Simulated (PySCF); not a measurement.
SMILES OB(Cl)O[SiH3], singlet (CAM-B3LYP/def2-SVP optimised geometry):

```
9

B     -0.226     1.069     0.044
Cl    -1.375     2.431    -0.004
O      1.100     1.313     0.123
H      1.322     2.250     0.147
O     -0.704    -0.183     0.000
Si    -0.110    -1.747     0.000
H      1.375    -1.747     0.000
H     -0.621    -2.425    -1.216
H     -0.622    -2.431     1.213
```

Level of theory: CAM-B3LYP/def2-TZVP in PySCF.

### Question
What are the frontier orbital energies and the dipole moment?

### Answer
HOMO-2 -10.85 eV, HOMO-1 -10.55 eV, HOMO -10.44 eV, LUMO 0.92 eV, LUMO+1 1.84 eV; dipole moment 1.32 D.

On the same geometry PBE/def2-TZVP run with PySCF gives HOMO-2 -7.92 eV, HOMO-1 -7.72 eV, HOMO -7.53 eV, LUMO -0.86 eV, LUMO+1 -0.21 eV; dipole moment 1.29 D.

Meta-Löwdin charges at CAM-B3LYP/def2-TZVP: B1 0.45, Cl2 -0.15, O3 -0.52, H4 0.37, O5 -0.60, Si6 0.78, H7 -0.11, H8 -0.11, H9 -0.11.
